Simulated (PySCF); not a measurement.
Isomers of C5H3OP, mass 109.992 u with the commonest isotopes. Computed with B3LYP/def2-SVPD in PySCF (dipole) on a GFN2-xTB geometry, gas phase. One conformer each, none proved a minimum here; rigid rotors.

Question: Order these by radius of gyration √(Σ m r²/M), smallest first.
A. `P#Cc1ccoc1`
B. `P#Cc1ccco1`
C. `C#Cc1cpco1`

Answer: C (1.914 Å), B (2.084 Å), A (2.121 Å).

Question: Order these by rotational constant B, largest first.
A. `P#Cc1ccoc1`
B. `C#Cc1ocpc1`
C. `P#Cc1ccco1`

Answer: B (1506 MHz), C (1194 MHz), A (1144 MHz).

Question: Order these by rotational constant A, smallest first.
A. `c1(C#P)occc1`
B. `P#CC1=COC=C1`
C. `C#Cc1cpco1`

Answer: C (7478 MHz), A (9296 MHz), B (9494 MHz).

| SMILES | point group | Ia (u·Å²) | Ib (u·Å²) | Ic (u·Å²) | κ | μa (D) | μb (D) | μc (D) |
| --- | --- | --- | --- | --- | --- | --- | --- | --- |
| P#Cc1ccoc1 | Cs | 53.23 | 441.78 | 495.01 | -0.97 | 1.29 | 0.37 | 0.00 |
| C#Cc1cpco1 | Cs | 67.58 | 335.55 | 403.14 | -0.92 | 0.71 | 0.09 | 0.00 |
| P#Cc1ccco1 | Cs | 54.37 | 423.43 | 477.80 | -0.97 | 1.99 | 0.77 | 0.00 |
